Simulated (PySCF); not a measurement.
GaN (SMILES [N]=[Ga]), triplet, geometry from GFN2-xTB (such geometries of metal compounds can be far from the true shape). Base run: PySCF with SVWN5/6-31G.

PySCF was given this input:
```python
from pyscf import gto, scf, dft

mol = gto.Mole()
mol.atom = '''
    Ga   -0.000000   -0.000000   -0.330326
    N     0.000000    0.000000    1.462874
'''
mol.basis = '6-31g'
mol.charge = 0
mol.spin = 2
mol.verbose = 4
mol.build()

mf = dft.UKS(mol)
mf.xc = 'lda,vwn'
mf.kernel()
mf.analyze()
```

Variants of this job, named by their change:

| change | ΔE vs base (mEh) | fitting functions | dipole (D) |
|---|---|---|---|
| base | 0.000 | - | 2.28 |
| auxbasis = even-tempered beta=1.6 | -0.028 | 532 | 2.28 |
| auxbasis = even-tempered beta=3.0 | -39.294 | 236 | 2.30 |
| auxbasis = cc-pvqz-jkfit | -0.155 | 324 | 2.28 |
| auxbasis = def2-tzvp-ri | -9771.3 | 235 | 2.31 |
| auxbasis = cc-pvtz-ri | -9835.7 | 247 | 2.30 |
| auxbasis = autoaux | -0.068 | 375 | 2.28 |
| auxbasis = def2-universal-jfit | -0.281 | 107 | 2.29 |
| auxbasis = def2-svp-ri | -9777.0 | 175 | 2.30 |
| auxbasis = default (with mf = mf.density_fit()) | -0.175 | 241 | 2.28 |

A fitting set is made for a task (jfit for Coulomb, jkfit for Coulomb and exchange, ri for correlation) and for a family of orbital bases.

Open shells are given as the SCF converged; they aren't shown to be the lowest states, and a large step between rows can be another state.
